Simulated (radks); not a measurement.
Results of a calculation; reference values are marked as such.
Valence configurations of Ru I (all share [Kr]). Code: a radial shooting solver on a logarithmic mesh with Libxc functionals. Model: scalar-relativistic Kohn-Sham, PBE, spin-polarised, spherical densities, finite nucleus; open shells are filled with parallel spins first (spin-orbit coupling, left out, can overturn this in heavy ions); Fermi nuclear charge, rms radius 4.4809 fm. Order these by energy: 4d7.5 5s0.5; 4d6 5s1 5p1; 4d5 5s1 5p2; 4d7 5p1; 4d7 5s1; 4d5.5 5s2 5p0.5; 4d8; 4d6.5 5s1 5p0.5; 4d6.5 5s1.5; 4d6 5s2.

Answer. From the lowest, in eV above it: 4d7 5s1 0.000; 4d6.5 5s1.5 0.386; 4d7.5 5s0.5 0.498; 4d6 5s2 0.988; 4d8 1.046; 4d6.5 5s1 5p0.5 1.539; 4d5.5 5s2 5p0.5 3.486; 4d6 5s1 5p1 3.531; 4d7 5p1 3.668; 4d5 5s1 5p2 8.886. NIST lists [Kr] 4d7 5s1 as the ground configuration; this level of theory agrees among the configurations tried. The energies are those of spherical high-spin densities, not of single terms.
